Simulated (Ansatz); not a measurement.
`C[CH]([AlH2])[AlH][SiH3]` + `C#C[SiH3]` → `C#C[SiH2][AlH][SiH3]` + `C[CH2][AlH2]`  (formal exchange of groups at the Al–C bond)

Computed with Ansatz on PBE0-D4/def2-TZVP structures; ΔE is electronic, products minus reactants. CCSD(T)/CBS is the MP2 limit (def2-TZVPP, def2-QZVPP) plus CCSD(T) − MP2 in def2-TZVPP, frozen cores. Each species was taken in one conformer, which may not be the lowest.

| level | ΔE (kJ/mol) |
| --- | --- |
| SCS-MP2/def2-TZVPP | 7.4 |
| HF/def2-QZVPP | 27.3 |

**Question.** What does CCSD(T)/CBS give? (Best estimate.)

**Answer.** Computed: -3.7 kJ/mol. The listed levels differ from it by 11.1, 31.0 kJ/mol.

Largest T1 diagnostic among the species: 0.015.

From PBE to PBE0 (25 % exact exchange), in def2-TZVPP and without D4, ΔE moves by +5.2 kJ/mol. In def2-TZVPP, CCSD(T) changes the Hartree–Fock value by −30.8 kJ/mol (the triples alone add −6.6 kJ/mol) and MP2 by −27.9 kJ/mol.
